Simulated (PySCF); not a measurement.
**GeSb and its ions**

UHF-CCSD(T); PySCF, scalar-relativistic core potentials, basis sets Ge cc-pVDZ-PP with ECP10, Sb cc-pVDZ-PP with ECP28. Neutral (UHF): doublet (π ↑), Re = 2.497 Å, ωe = 267 cm⁻¹, De = 2.02 eV.

GeSb⁺ (UHF): triplet (π ↑↑), Re = 2.638 Å, ωe = 227 cm⁻¹, De = 2.12 eV to Ge⁺ + Sb. The energies at the minima are -532.83952 hartree for GeSb and -532.55956 for GeSb⁺.

Question: Work out the adiabatic ionisation energy, without and with harmonic zero-point energies (1 hartree = 27.2114 eV, 1 eV = 8065.5 cm⁻¹), and the change of the bond length.

Answer: At UHF-CCSD(T): 0.27996 hartree = 7.618 eV between the minima; the zero-point term (227.0 − 267.0)/2 cm⁻¹ = -0.002 eV makes it 7.616 eV. Re changes by +14.1 pm against the neutral. The electron leaves a π orbital, and the longer bond of the ion fits a bonding orbital, or a change in how ionic the bond is.

Correlated steps freeze 8 core orbitals. Correlated levels converge slowly with the basis: in double zeta they bind strong bonds too weakly, by up to about 1 eV, and carry superposition errors of some tenths. These are scalar-relativistic numbers at best; spin–orbit coupling would shift them, the dissociation energy most. For an ion De counts to the pair picked by the measured ionisation energies or electron affinities, which need not be the lowest pair at this level. States were picked by a PBE0 search and need not be the measured ground states.
